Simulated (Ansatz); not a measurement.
Question: Name a neutral molecule of C, S, Zn and H with LUMO energy (PBE/def2-TZVPP) between -1.30 and -1.00 eV and LUMO energy (B3LYP/def2-TZVPP) between -0.85 and -0.55 eV (Ansatz, PBE0-D4/def2-TZVP geometry).

Answer: `[CH3][Zn][CH2]S` (-1.06 eV, -0.56 eV); `CS[CH2][ZnH]` (-1.27 eV, -0.79 eV). Other molecules can fit too; these were computed, each in one conformer that needn't be the lowest.

B3LYP here is the variant with VWN-RPA as its local correlation; programs differ in this.
